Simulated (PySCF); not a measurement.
H₃NO₃S, SMILES OS(=O)(=O)N. Atoms are numbered in the order given.

```xyz
8

N     -0.2087     1.5386     0.0000
S      0.1619    -0.0631     0.0000
O      0.7775    -0.3865     1.2728
O      0.7775    -0.3865    -1.2728
O     -1.3651    -0.6967     0.0000
H     -0.6864     1.8312     0.8515
H     -0.6864     1.8312    -0.8515
H     -1.2753    -1.6663     0.0000
```
Charge 0, spin multiplicity 1.

The structure is a stationary point at r2SCAN-D4/def2-SVP. Other conformers were not sampled.

Two levels are set side by side: PBE/pcSseg-1 (PySCF) and PBE0/pcSseg-1 (PySCF). GIAO shifts against H2O (¹⁷O), H2S (³³S), NH3 (¹⁵N), TMS (¹H) at the same level; non-relativistic, no solvent, atoms listed together averaged. Differences are taken from unrounded values.

| quantity | PBE |
|---|---|
| δ(¹⁵N) of N1 (ppm) | 114.2 |
| δ(³³S) of S2 (ppm) | 532.4 |
| δ(¹⁷O) of O3, O4 (ppm) | 263.6 |
| δ(¹⁷O) of O5 (ppm) | 243.6 |
| δ(¹H) of H6, H7 (ppm) | 3.96 |
| δ(¹H) of H8 (ppm) | 4.75 |

These are the PBE values. What does PBE0 give? (An estimate is asked for; the answer gives what the named calculation found.)


| quantity | PBE0 | PBE minus PBE0 |
|---|---|---|
| δ(¹⁵N) of N1 (ppm) | 109.4 | 4.8 |
| δ(³³S) of S2 (ppm) | 542.8 | -10.3 |
| δ(¹⁷O) of O3, O4 (ppm) | 250.4 | 13.1 |
| δ(¹⁷O) of O5 (ppm) | 232.7 | 10.8 |
| δ(¹H) of H6, H7 (ppm) | 4.07 | -0.11 |
| δ(¹H) of H8 (ppm) | 4.93 | -0.18 |

Rough cost on one machine, each run with all the roots and properties that it gave: PBE0 against PBE within a factor of 2.
